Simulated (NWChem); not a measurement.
Species: CH$_{5}$BO$_{2}$S; SMILES OB(SC)O

```xyz
10

B      0.0476     0.8307     0.0000
O     -0.7555     1.9474     0.0000
H     -0.2711     2.7905     0.0000
O      1.4251     0.8258     0.0000
H      1.8265     1.7121     0.0000
S     -0.8296    -0.7714     0.0000
C      0.5781    -1.9419     0.0000
H      1.2056    -1.8102    -0.9011
H      0.1461    -2.9599     0.0000
H      1.2056    -1.8102     0.9011
```
Atoms are numbered in this order, from 1.

All runs: NWChem. All runs use the structure optimised with PBE-D3(BJ)/def2-SVP. Atomic charges in e: unrestrained fits to the electrostatic potential beside Mulliken populations; buried atoms are poorly determined by the fit.

Predict the results for B3LYP/def2-SVP. Quantities: ESP B1; Mulliken B1; ESP O2; Mulliken O2; ESP O4; Mulliken O4; ESP S6; Mulliken S6; ESP C7; Mulliken C7; relative RMS misfit of the potential (%).


```yaml
ESP B1: 0.60
Mulliken B1: 0.00
ESP O2: -0.59
Mulliken O2: -0.14
ESP O4: -0.59
Mulliken O4: -0.16
ESP S6: -0.32
Mulliken S6: -0.13
ESP C7: 0.13
Mulliken C7: -0.09
relative RMS misfit of the potential (%): 23
```
